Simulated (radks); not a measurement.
Results of a calculation; reference values are marked as such.
The arsenic anion As3-, [Kr], held by a Watson sphere: a shell of charge +3 at radius R that stands for the Madelung well of a crystal (potential energy -3/R inside, -3/r outside, in hartree with lengths in bohr). Code: a radial shooting solver on a logarithmic mesh with Libxc functionals. Model: scalar-relativistic Kohn-Sham, r2SCAN, spin-polarised, spherical densities, finite nucleus; meta-GGA in the generalised Kohn-Sham scheme; Fermi nuclear charge, rms radius of each element as measured or else 0.836 A^(1/3) + 0.57 fm.

[
 {"R (bohr)": "2.28", "e(3d) (eV)": "-40.122", "e(4s) (eV)": "-17.207", "e(4p) (eV)": "-7.821", "<r> 4p (bohr)": "2.438", "sum of <r^2> (bohr^2)": "60.03", "X-ray form factor at sin(theta)/lambda = 0.1 1/angstrom": "32.335"},
 {"R (bohr)": "2.3", "e(3d) (eV)": "-40.060", "e(4s) (eV)": "-17.129", "e(4p) (eV)": "-7.780", "<r> 4p (bohr)": "2.446", "sum of <r^2> (bohr^2)": "60.35", "X-ray form factor at sin(theta)/lambda = 0.1 1/angstrom": "32.321"},
 {"R (bohr)": "2.34", "e(3d) (eV)": "-39.943", "e(4s) (eV)": "-16.975", "e(4p) (eV)": "-7.699", "<r> 4p (bohr)": "2.462", "sum of <r^2> (bohr^2)": "60.98", "X-ray form factor at sin(theta)/lambda = 0.1 1/angstrom": "32.292"},
 {"R (bohr)": "3.43", "e(3d) (eV)": "-38.421", "e(4s) (eV)": "-13.769", "e(4p) (eV)": "-5.571", "<r> 4p (bohr)": "2.898", "sum of <r^2> (bohr^2)": "79.43", "X-ray form factor at sin(theta)/lambda = 0.1 1/angstrom": "31.592"},
 {"R (bohr)": "3.56", "e(3d) (eV)": "-38.326", "e(4s) (eV)": "-13.501", "e(4p) (eV)": "-5.350", "<r> 4p (bohr)": "2.948", "sum of <r^2> (bohr^2)": "81.74", "X-ray form factor at sin(theta)/lambda = 0.1 1/angstrom": "31.521"},
 {"R (bohr)": "4.3", "e(3d) (eV)": "-37.882", "e(4s) (eV)": "-12.323", "e(4p) (eV)": "-4.266", "<r> 4p (bohr)": "3.224", "sum of <r^2> (bohr^2)": "95.46", "X-ray form factor at sin(theta)/lambda = 0.1 1/angstrom": "31.170"},
 {"R (bohr)": "4.36", "e(3d) (eV)": "-37.852", "e(4s) (eV)": "-12.249", "e(4p) (eV)": "-4.191", "<r> 4p (bohr)": "3.246", "sum of <r^2> (bohr^2)": "96.62", "X-ray form factor at sin(theta)/lambda = 0.1 1/angstrom": "31.145"},
 {"R (bohr)": "4.83", "e(3d) (eV)": "-37.641", "e(4s) (eV)": "-11.762", "e(4p) (eV)": "-3.661", "<r> 4p (bohr)": "3.416", "sum of <r^2> (bohr^2)": "106.0", "X-ray form factor at sin(theta)/lambda = 0.1 1/angstrom": "30.972"},
 {"R (bohr)": "5.15", "e(3d) (eV)": "-37.520", "e(4s) (eV)": "-11.505", "e(4p) (eV)": "-3.355", "<r> 4p (bohr)": "3.529", "sum of <r^2> (bohr^2)": "112.8", "X-ray form factor at sin(theta)/lambda = 0.1 1/angstrom": "30.873"}
]
